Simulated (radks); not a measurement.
Problem. Species: Hg30+. Configuration: [Kr] 4d10 4f4. Calculated with a radial shooting solver on a logarithmic mesh with Libxc functionals: Dirac Kohn-Sham, PBE, spin-unpolarised, spherical densities, point nucleus; open shells are shared between the two j in proportion to 2j + 1. Some entries of the table are withheld. Estimate them.

orbital     occ.  eigenvalue (hartree)  <1/r> (bohr^-1)
1s1/2          2             -3090.880              (1)
2s1/2          2             -579.4314            24.04
2p1/2          2             -557.3785            23.98
2p3/2          4             -485.8087            19.41
3s1/2          2                   (2)            8.849
3p1/2          2             -157.2632            8.754
3p3/2          4             -141.3001            7.567
3d3/2          4             -125.0888              (3)
3d5/2          6             -121.6718              (4)
4s1/2          2             -64.13390            3.941
4p1/2          2             -59.86805              (5)
4p3/2          4             -55.47774              (6)
4d3/2          4             -48.53907            3.303
4d5/2          6             -47.65515            3.214
4f5/2    1.71429             -38.97768              (7)
4f7/2    2.28571             -38.74499              (8)

Solution. 
(1) 1s1/2 <1/r> (bohr^-1): 97.68
(2) 3s1/2 eigenvalue (hartree): -167.1173
(3) 3d3/2 <1/r> (bohr^-1): 7.456
(4) 3d5/2 <1/r> (bohr^-1): 7.188
(5) 4p1/2 <1/r> (bohr^-1): 3.849
(6) 4p3/2 <1/r> (bohr^-1): 3.452
(7) 4f5/2 <1/r> (bohr^-1): 2.994
(8) 4f7/2 <1/r> (bohr^-1): 2.962
